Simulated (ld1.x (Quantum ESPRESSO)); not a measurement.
**Logarithmic derivatives: titanium (Ti), PAW**

titanium, PAW, made with ld1.x (Quantum ESPRESSO) 7.5 (PBE, scalar-relativistic). Core [Ne], reference 3s2 3p6 3d2 4s1 4p1. Waves: 3s (bound): rcut 1.85, rcutus 1.95 bohr; 4s (bound): rcut 1.85, rcutus 1.95 bohr; 3p (bound): rcut 1.70, rcutus 2.05 bohr; 4p (bound): rcut 1.70, rcutus 2.05 bohr; 3d (bound): rcut 2.50, rcutus 2.80 bohr; 3d channel at 0.35 Ry: rcut 2.50, rcutus 2.80 bohr. Local part: all-electron potential smoothed inside 2.15 bohr (lloc = -1). Core correction: Bessel-smoothed model core inside 1.10 bohr. Augmentation charge: PSQ, radius 1.25 bohr.

The phase is arctan(r·u′/u) with u = r·R(r), unwrapped; energies in Ry, scanned from -7 to 5 Ry. A pole is an energy at which the radial function vanishes at the test radius. The pseudo phase is shifted by a multiple of π to meet the all-electron one at the reference energy, and phase errors are pseudo minus all-electron; the curves can meet again beyond the range given. Levels narrower than the energy grid can be missing from the lists of poles.

**Question.** For each channel, where are the poles, and over which energies does the pseudopotential scatter like the atom?

**Answer.**

```tsv
channel	radius (bohr)	reference energy (Ry)	poles, all-electron	poles, pseudo	unbroken range about the reference energy with phases within 0.05 rad	phase error 1 Ry above the reference energy (rad)
s	3.05	-0.38	-4.69, 1.09	-4.69, 1.06	below 2.5	-0.002
p	3.05	-0.15	-2.94, 1.85	-2.94, 1.82	below 3.5	-0.002
d	3.05	-0.40	-0.26, 3.13	-0.26, 2.80	below 1.1	-0.001
```

Phases in the s channel:

```
E (Ry)  all-electron  pseudo
 -7.00         1.439   1.439
 -6.48         1.433   1.433
 -5.96         1.426   1.426
 -5.44         1.417   1.417
 -4.92         1.403   1.403
 -4.40        -1.738  -1.738
 -3.88        -1.755  -1.755
 -3.36        -1.774  -1.774
 -2.84        -1.799  -1.799
 -2.32        -1.835  -1.835
 -1.80        -1.894  -1.894
 -1.28        -2.012  -2.012
 -0.76        -2.372  -2.372
 -0.24        -3.792  -3.793
  0.28        -4.476  -4.477
  0.80        -4.657  -4.660
  1.32        -4.748  -4.754
  1.84        -4.820  -4.832
  2.36        -4.899  -4.932
  2.88        -5.025  -5.151
  3.40        -5.356  -6.289
  3.92        -6.635  -7.479
  4.44        -7.436  -7.700
  4.96        -7.639  -7.791
```
